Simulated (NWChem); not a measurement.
**Ionisation of OSe**

```
O
Se 1 1.6566
```
Charge 0, spin multiplicity 3.

The numbers come from NWChem runs, not from measurements. The geometry was optimised at UB3LYP/def2-SVP, a minimum by its harmonic frequencies.

Basis set: def2-TZVPD. The species with one electron less has spin multiplicity 2 and keeps the geometry of the parent. Δ marks differences of total energies (open shells unrestricted). −ε marks an orbital energy of the parent. That orbital need not have the symmetry of the hole or added electron in the Δ rows.

The Hamiltonian is non-relativistic. The correlated methods keep 10 core orbitals frozen. B3LYP has NWChem's definition, with VWN1-RPA local correlation. The structure started from a generated list of species. The unpaired electrons of the parent sit in orbitals of symmetry b1 and b2 (C2v labels of the run); other states weren't searched. The stability of the SCF solutions was not checked. Open-shell Hartree-Fock references start from PBE0 orbitals.

Task: One of these methods gave a first vertical ionisation energy of 11.31 eV. Which?
A. −ε(alpha HOMO) of BHandHLYP
B. ΔBHandHLYP
C. ΔB2PLYP
D. −ε(alpha HOMO) of HF

Result: D, −ε(alpha HOMO) of HF. The others give 8.92 (−ε(alpha HOMO) of BHandHLYP), 10.03 (ΔB2PLYP), 10.61 (ΔBHandHLYP).
